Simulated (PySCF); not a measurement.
ClHOPb, SMILES [OH][Pb][Cl] (connectivity only; charge and spin as stated), neutral, multiplicity 1. Atoms are numbered in the order given.

```xyz
4

Pb     0.2525     0.3210     0.0000
Cl    -0.2830    -2.1031     0.0000
O     -1.7533     0.9417     0.0000
H     -1.8716     1.8994     0.0000
```
Charge 0, spin multiplicity 1.

Geometry: B3LYP-D3(BJ)/def2-TZVP. The def2 effective core potentials stand for the cores of Pb; spin–orbit coupling is left out. The values are those of a single conformer.

Level of theory: TDDFT-B3LYP/def2-SVPD (PySCF).

Vertical excitations. Isolated molecule, no solvent. State labels are in the subgroup Cs.

```json
[
 {"state": "S1", "symmetry": "A\"", "energy (eV)": "3.77", "λ (nm)": "329", "f": "0.014", "main pairs": "HOMO→LUMO 99 %"},
 {"state": "S2", "symmetry": "A\"", "energy (eV)": "4.24", "λ (nm)": "292", "f": "0.006", "main pairs": "HOMO−2→LUMO 99 %"},
 {"state": "S3", "symmetry": "A'", "energy (eV)": "4.42", "λ (nm)": "281", "f": "0.017", "main pairs": "HOMO−1→LUMO 93 %"},
 {"state": "S4", "symmetry": "A'", "energy (eV)": "4.95", "λ (nm)": "250", "f": "0.006", "main pairs": "HOMO−3→LUMO 90 %"},
 {"state": "S5", "symmetry": "A\"", "energy (eV)": "5.19", "λ (nm)": "239", "f": "0.001", "main pairs": "HOMO−4→LUMO 99 %"},
 {"state": "S6", "symmetry": "A'", "energy (eV)": "5.68", "λ (nm)": "218", "f": "0.077", "main pairs": "HOMO→LUMO+1 73 %, HOMO−2→LUMO+1 14 %"},
 {"state": "S7", "symmetry": "A\"", "energy (eV)": "5.81", "λ (nm)": "213", "f": "0.011", "main pairs": "HOMO−1→LUMO+1 97 %"},
 {"state": "S8", "symmetry": "A'", "energy (eV)": "6.04", "λ (nm)": "205", "f": "0.077", "main pairs": "HOMO−2→LUMO+1 77 %"},
 {"state": "S9", "symmetry": "A\"", "energy (eV)": "6.18", "λ (nm)": "200", "f": "0.004", "main pairs": "HOMO−1→LUMO+2 63 %, HOMO−3→LUMO+1 32 %"},
 {"state": "S10", "symmetry": "A'", "energy (eV)": "6.33", "λ (nm)": "196", "f": "0.191", "main pairs": "HOMO→LUMO+2 70 %"},
 {"state": "T1", "symmetry": "A\"", "energy (eV)": "3.28", "λ (nm)": "378", "f": "0", "main pairs": "HOMO→LUMO 95 %"},
 {"state": "T2", "symmetry": "A'", "energy (eV)": "3.78", "λ (nm)": "328", "f": "0", "main pairs": "HOMO−1→LUMO 86 %"},
 {"state": "T3", "symmetry": "A\"", "energy (eV)": "4.08", "λ (nm)": "304", "f": "0", "main pairs": "HOMO−2→LUMO 95 %"},
 {"state": "T4", "symmetry": "A'", "energy (eV)": "4.21", "λ (nm)": "295", "f": "0", "main pairs": "HOMO−3→LUMO 86 %, HOMO−1→LUMO 13 %"}
]
```
Triplets are in the Tamm–Dancoff approximation, which puts them higher than full response would, so one can lie above its singlet here.
